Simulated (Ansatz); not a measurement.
`CB(O)S` and `CB(S)S` differ in one atom or group.

Ansatz, PBE0-D4/def2-TZVP geometries, multiplicity 1. Each molecule was computed in one conformer, which needn't be the lowest.

| property | `CB(O)S` |
| --- | --- |
| HOMO energy (ωB97M-V/def2-TZVPP) / eV | -9.86 |
| HOMO–LUMO gap (ωB97M-V/def2-TZVPP) / eV | 11.63 |
| LUMO energy (B3LYP/def2-TZVPP) / eV | -0.16 |
| LUMO energy (PBE/def2-TZVPP) / eV | -0.73 |
| HOMO–LUMO gap (PBE/def2-TZVPP) / eV | 5.68 |
| size of the dipole moment (ωB97M-V/def2-TZVPP) / D | 0.34 |

Task: What does the change do to each property? (Best estimate.)

Result: Ansatz gave: 
```tsv
property	`CB(S)S`	shift
HOMO energy (ωB97M-V/def2-TZVPP) / eV	-9.52	0.34
HOMO–LUMO gap (ωB97M-V/def2-TZVPP) / eV	11.00	-0.63
LUMO energy (B3LYP/def2-TZVPP) / eV	-0.71	-0.55
LUMO energy (PBE/def2-TZVPP) / eV	-1.46	-0.73
HOMO–LUMO gap (PBE/def2-TZVPP) / eV	4.77	-0.91
size of the dipole moment (ωB97M-V/def2-TZVPP) / D	1.06	0.72
```

With PBE0 the HOMO rises by 0.26 eV and the LUMO falls by 0.72 eV, so the gap narrows by about 0.98 eV. PBE moves the HOMO by 0.18 eV and ωB97M-V by 0.34 eV. Dipoles are sizes alone; their direction can turn.

B3LYP here is the variant with VWN-RPA as its local correlation; programs differ in this.
